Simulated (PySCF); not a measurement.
Löwdin shares of the frontier orbitals

Species: Al(CCH)3, C6H3Al.
Geometry (PBE0-D3(BJ)/def2-SVP, Å), atoms numbered from 1 in this order:
```
atom  x, y, z in Å
Al1    0.004   -0.005   -0.006
C2     1.905   -0.018   -0.024
C3     3.126   -0.028   -0.035
H4     4.203   -0.037   -0.046
C5    -0.933    1.649   -0.002
C6    -1.531    2.713    0.010
H7    -2.059    3.651    0.019
C8    -0.945   -1.652    0.007
C9    -1.554   -2.710    0.030
H10   -2.092   -3.642    0.052
```

The calculation used TDDFT wB97X-D/def2-SVPD, vertical, gas phase, core orbitals frozen in the response (PySCF).

Frontier orbitals with the atoms that hold most of them (Löwdin shares over 4%, at most four atoms; ? is withheld):

```json
{"orbital": "LUMO+2", "ε (eV)": "1.58", "atoms": "C3 24%, C2 23%, Al1 16%, C8 11%"}
{"orbital": "LUMO+1", "ε (eV)": "1.57", "atoms": "C6 23%, C5 22%, Al1 16%, C8 14%"}
{"orbital": "LUMO", "ε (eV)": "-0.39", "atoms": "Al1 34%, C5 12%, C8 12%, C2 12%"}
{"orbital": "HOMO", "ε (eV)": "-9.96", "atoms": "?"}
{"orbital": "HOMO-1", "ε (eV)": "-10.19", "atoms": "C2 30%, C3 29%, C8 14%, C9 13%"}
{"orbital": "HOMO-2", "ε (eV)": "-10.20", "atoms": "C5 28%, C6 27%, C8 17%, C9 17%"}
{"orbital": "HOMO-3", "ε (eV)": "-10.33", "atoms": "C2 24%, C3 24%, C8 19%, C9 19%"}
```

Question: Which atoms hold the HOMO, and with what shares?

Answer: C3 (bonded to C and H) 17%; C2 (bonded to Al and C) 17%; C9 (bonded to C and H) 16%; C8 (bonded to Al and C) 16%.

Question: The HOMO–LUMO gap is 9.58 eV. Where does the response calculation put the lowest singlet, and from which orbitals?

Answer: S1 is at 4.92 eV (f = 0.0000), 4.65 eV below the gap, made of HOMO→LUMO (86%). 

Next come S2 at 5.18 eV (f 0.0000), HOMO-4→LUMO (67%), HOMO-3→LUMO (15%), HOMO→LUMO+4 (8%); S3 at 5.18 eV (f 0.0000), HOMO-3→LUMO (66%), HOMO-4→LUMO (15%), HOMO→LUMO+5 (9%); S4 at 5.53 eV (f 0.061), HOMO-1→LUMO (73%), HOMO→LUMO+2 (10%); S5 at 5.53 eV (f 0.061), HOMO-2→LUMO (73%), HOMO→LUMO+1 (10%).

Orbitals of the list HOMO-3 to LUMO+2 that lie within 0.01 eV of each other are written together with a slash and their weights summed (≥ marks a lower bound); for degenerate orbitals outside that list single weights are arbitrary.

Löwdin shares depend on the basis, the more so with diffuse functions.

The run took 27 s wall (grids of density and orbitals included) on an Arm Neoverse V1 with one thread, shared host with 32 logical CPUs at a one-minute load of 10, and the process peaked at 0.73 GiB of memory.
